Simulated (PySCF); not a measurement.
Species: C₅H₁₀OSi.
SMILES with atom numbers: `[CH3:1][O:2][SiH:3]1[CH2:4][CH:5]=[CH:6][CH2:7]1` (hydrogens: H8, H9, H10 on C1; H11 on Si3; H12, H13 on C4; H14 on C5; H15 on C6; H16, H17 on C7)

Cartesian coordinates in Å at the PBE0-D3(BJ)/def2-SVP level; atoms count from 1:
```xyz
17
C5H10OSi angstrom
C      2.4269    1.0721   -0.9789
O      1.4404    0.0880   -0.8786
Si     0.4610   -0.1385    0.4533
C     -0.8948    1.1738    0.6273
C     -2.1341    0.3953    0.2667
C     -2.0370   -0.9216    0.0272
C     -0.6903   -1.5913    0.1179
H      1.9954    2.0877   -1.0582
H      3.0240    0.8901   -1.8856
H      3.1157    1.0652   -0.1127
H      1.3343   -0.2585    1.6654
H     -0.7410    2.0342   -0.0481
H     -0.9630    1.5955    1.6459
H     -3.1017    0.9062    0.2043
H     -2.9232   -1.5108   -0.2340
H     -0.6663   -2.3577    0.9123
H     -0.4193   -2.1083   -0.8188
```

Computed, not measured: TDDFT wB97X-D/def2-SVPD, vertical, gas phase, core orbitals frozen in the response in PySCF 2.14.0, density-fitted response routines.

Frontier orbitals with the atoms that hold most of them (Löwdin shares over 4%, at most four atoms; ? is withheld):

```
orbital  ε (eV)                             atoms
 LUMO+2    2.49     Si3 17%, C6 10%, C5 9%, C7 9%
 LUMO+1    2.33   Si3 19%, C1 13%, C5 10%, C6 10%
   LUMO    2.27                                 ?
   HOMO   -8.91                                 ?
 HOMO-1   -9.59    O2 35%, C4 20%, Si3 13%, C1 6%
 HOMO-2  -10.19  O2 29%, C7 18%, Si3 17%, H11 10%
 HOMO-3  -10.93   O2 35%, C1 16%, C7 12%, Si3 10%
```

Task: Which atoms hold the LUMO, and with what shares?

Result: C5 (bonded to 2 C and H) 27%; C6 (bonded to 2 C and H) 26%; C4 (bonded to C, Si and 2 H) 7%; C7 (bonded to C, Si and 2 H) 6%.

Task: Which atoms hold the HOMO, and with what shares?

Result: C5 (bonded to 2 C and H) 34%; C6 (bonded to 2 C and H) 34%; C4 (bonded to C, Si and 2 H) 8%; C7 (bonded to C, Si and 2 H) 8%.

Task: The HOMO–LUMO gap is 11.18 eV. Where does the response calculation put the lowest singlet, and from which orbitals?

Result: S1 is at 7.00 eV (f = 0.0089), 4.18 eV below the gap, made of HOMO→LUMO+2 (67%), HOMO→LUMO+1 (20%). Its leading pair isn't HOMO and LUMO; the energies of that pair differ by 11.40 eV. Without the coupling terms of the response equations the lowest excitation would equal the gap.

Next come S2 at 7.15 eV (f 0.228), HOMO→LUMO (73%), HOMO→LUMO+1 (19%); S3 at 7.25 eV (f 0.0015), HOMO-1→LUMO (61%), HOMO-2→LUMO (13%), HOMO-1→LUMO+1 (11%); S4 at 7.46 eV (f 0.0003), HOMO-1→LUMO+2 (42%), HOMO-1→LUMO+1 (23%), HOMO-1→LUMO+4 (12%); S5 at 7.54 eV (f 0.0015), HOMO→LUMO+4 (33%), HOMO→LUMO+1 (24%), HOMO→LUMO+2 (13%).

Löwdin shares depend on the basis, the more so with diffuse functions.

One conformer stands for the species.
